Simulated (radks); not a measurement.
The numbers below are computed, except where a source is named.
Kinetic energies: the exact non-interacting value of the Kohn-Sham orbitals and orbital-free approximations, in hartree. Species: Pd [Kr] 4d10; Ba [Xe] 6s2; N3+ [He] 2s2; Be+ [He] 2s1. Code: a radial shooting solver on a logarithmic mesh with Libxc functionals. Model: non-relativistic Kohn-Sham, PBE, spin-polarised, spherical densities, point nucleus. Every spin shell is full or empty, so the densities are truly spherical. Functionals are evaluated on that one density, not self-consistently.

functional           Pd       Ba      N3+      Be+
exact           4937.64  7883.04  51.0416  14.2488
Thomas-Fermi     4669.8   7476.8   45.636   12.818
von Weizsacker   2108.8   3157.3   45.891   13.659
TF + vW          6778.6    10634   91.527   26.477
TF + vW/9        4904.1   7827.6   50.735   14.336
TF + vW/5        5091.5   8108.3   54.814   15.550
LC94             4941.1   7885.8   50.748   14.307
revAPBEK         4953.3   7902.7   51.160   14.421
Perdew 92        4904.5   7828.3   50.745   14.339
Thakkar          4911.0   7832.4   50.849   14.341
Pearson          4891.1   7810.8   48.642   13.685
LKT              5915.7   9328.9   77.134   22.337
DePristo-Kress   4933.7   7871.9   50.059   14.227
Ernzerhof        4918.5   7848.0   51.740   14.732
